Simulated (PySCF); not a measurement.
C5H8O2Si.
Bonds: C1–C2, C2–C3 (aromatic), C3–C4 (aromatic), C4–C5 (aromatic), C5–O6, O6–Si7, C5–O8 (aromatic), C2–O8 (aromatic). Hydrogens: H9, H10, H11 on C1; H12 on C3; H13 on C4; H14, H15, H16 on Si7.

Structure optimised with GFN2-xTB, isolated species.

Entries marked ? are missing. Bonds in one row agree within 0.01 Å.

```
               coordinate    value
                    C1–C2        ?
                    C2–C3  1.358 Å
                    C3–C4        ?
                    C4–C5        ?
                    C5–O6  1.325 Å
                   O6–Si7  1.642 Å
                    C5–O8  1.349 Å
                    C2–O8  1.365 Å
    C1–H9, C1–H10, C1–H11  1.088 Å
                   C3–H12  1.071 Å
                   C4–H13  1.069 Å
Si7–H14, Si7–H15, Si7–H16  1.460 Å
                 C1–C2–C3   132.3°
                 C1–C2–O8   118.2°
                 C3–C2–O8   109.5°
                 C2–C3–C4   107.0°
                 C3–C4–C5        ?
                 C4–C5–O6   130.7°
                 C4–C5–O8        ?
                 O6–C5–O8   118.3°
                C5–O6–Si7   126.1°
                 C2–O8–C5        ?
```

Problem. Fill in the missing values.

Solution. 
- C1–C2 = 1.486 Å, drawn single (benzylic-type carbon to substituted aromatic carbon); equal to the sum of covalent radii, 1.49 Å.
- C3–C4 = 1.422 Å, aromatic (both ends aromatic CH carbon); 0.04 Å below the sum of covalent radii, 1.46 Å.
- C4–C5 = 1.359 Å, aromatic (aromatic CH carbon to aromatic carbon bearing oxygen); 0.10 Å below the sum of covalent radii, 1.46 Å.
- C3–C4–C5 = 105.4°, at the aromatic CH carbon, inside a 5-membered ring; the outer atoms are 2.214 Å apart.
- C4–C5–O8 = 111.0°, at the aromatic carbon bearing oxygen, inside a 5-membered ring; the outer atoms are 2.232 Å apart.
- C2–O8–C5 = 107.0°, at the furan-type oxygen, inside a 5-membered ring; the outer atoms are 2.182 Å apart.

Radii are Cordero's, carbon taken as 0.76, 0.73 or 0.69 Å for four, three, and two or fewer neighbours.

Not checked by GFN2-xTB frequencies. One conformer, not necessarily the lowest (C4–C5–O6–Si7 180°).

The numbers are calculated, not measured.
